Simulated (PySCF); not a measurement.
# C2H9BO4Si

C2H9BO4Si is a molecule drawn to mimic a surface site (built as: Si site whose three back bonds go to CH3, OB(OH)2, OCH3; end group H), neutral, singlet. The structure, one conformer, was relaxed in the gas phase by PBE0-D3(BJ)/def2-SVP. No frequency run checks that it is a minimum.

SMILES: CO[SiH](C)OB(O)O

Coordinates in Å:
```
Si1    -0.315    0.039    0.375
C2     -0.185   -1.656   -0.379
O3      0.997    0.979   -0.032
B4      2.334    0.748    0.096
O5      2.774   -0.437    0.610
O6      3.241    1.692   -0.288
O7     -1.597    0.891   -0.246
C8     -2.936    0.517   -0.119
H9     -0.438   -0.027    1.863
H10    -1.039   -2.292   -0.099
H11     0.739   -2.141   -0.031
H12    -0.150   -1.586   -1.478
H13     3.735   -0.471    0.650
H14     2.798    2.476   -0.628
H15    -3.566    1.275   -0.610
H16    -3.255    0.450    0.938
H17    -3.149   -0.457   -0.599
```

Shieldings: GIAO PBE0/pcSseg-1. Shifts are against computed references at the same level: C TMS (σ 184.4 ppm), H TMS (σ 31.27 ppm), Si TMS (σ 352.0 ppm). Core levels by delta-SCF with SCAN, pcX-2 on the ionised atom and pcseg-1 elsewhere, spin-free X2C (2p3/2 is the spin-free 2p value less a third of a first-order spin-orbit splitting); from the vacuum level, for chosen atoms.

(1) Give the NMR and core-level values of the distinct atoms.

(2) By CAM-B3LYP/def2-SVPD (TDDFT singlets, Tamm-Dancoff triplets, ionisation by delta-SCF), where does absorption start, and what does vertical ionisation take?

## Answers

(1) 
```csv
atoms,bonded to,σ (ppm),δ (ppm),core level (eV)
Si1,1 C + 2 O + 1 H,360.1,-8.1,2p3/2 107.44
C2,1 Si + 3 H,186.2,-1.8,1s 290.13
O3,1 B + 1 Si,230.6,-,1s 538.10
B4,3 O,82.9,-,1s 198.24
O5,1 B + 1 H,250.3,-,-
O6,1 B + 1 H,244.1,-,-
O7,1 C + 1 Si,309.4,-,1s 537.90
C8,1 O + 3 H,134.3,50.1,-
H9,1 Si,26.30,4.96,-
H10 H11 H12,1 C,30.95,0.32,-
H13,1 O,28.31,2.95,-
H14,1 O,28.16,3.11,-
H15 H16 H17,1 C,27.70,3.56,-
```

Values are those of this one static structure, with the three H of a rotating XH3 group averaged; atoms that internal rotation interchanges would show their mean in an NMR spectrum.

(2) The lowest singlet lies at 7.56 eV (f 0.006), the strongest of the first 6 at 8.19 eV (f 0.024), the lowest triplet at 7.35 eV; vertical ionisation takes 10.16 eV.
